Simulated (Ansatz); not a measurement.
Born–Oppenheimer molecular dynamics of AlClF2 (4 atoms, charge 0, multiplicity 1). It starts from a relaxed structure.

Level of theory: Ansatz 0.2.0, RKS PBE0-D4/def2-SVP.

```
ensemble                      : NVE (velocity Verlet)
time step                     : 2 fs
steps asked                   : 250
starting velocities drawn for : 1500 K
seed                          : 978050
```

First frame:

```xyz
4
Properties=species:S:1:pos:R:3
Al 0.031 0.000 -0.018
F 0.017 0.000 1.628
Cl 1.821 0.000 -1.051
F -1.401 0.000 -0.829
```

Task: How far do the bonds stretch over the last three quarters of this one trajectory? (Pairs bonded in most of those frames.)

Result: 
| bond | mean (Å) | spread (Å) | shortest | longest |
| --- | --- | --- | --- | --- |
| Al1–F2 | 1.654 | 0.034 | 1.58 | 1.74 |
| Al1–Cl3 | 2.082 | 0.085 | 1.93 | 2.24 |
| Al1–F4 | 1.654 | 0.034 | 1.58 | 1.72 |

Mean temperature of the second half: 765 K. The conserved energy stayed within 0.92 meV per atom of its start (net change 0.18 meV per atom), so the integration is sound. Over the second half the temperature averaged 0.51 of the 1500 K drawn at the start: a run that starts near a minimum puts about half its kinetic energy into the potential. A run of 0.5 ps of so small a system gives no equilibrium averages.

Time of the run: 7.6 min on 1 thread of Arm Neoverse V1 (shared host), peak memory 0.11 GiB.
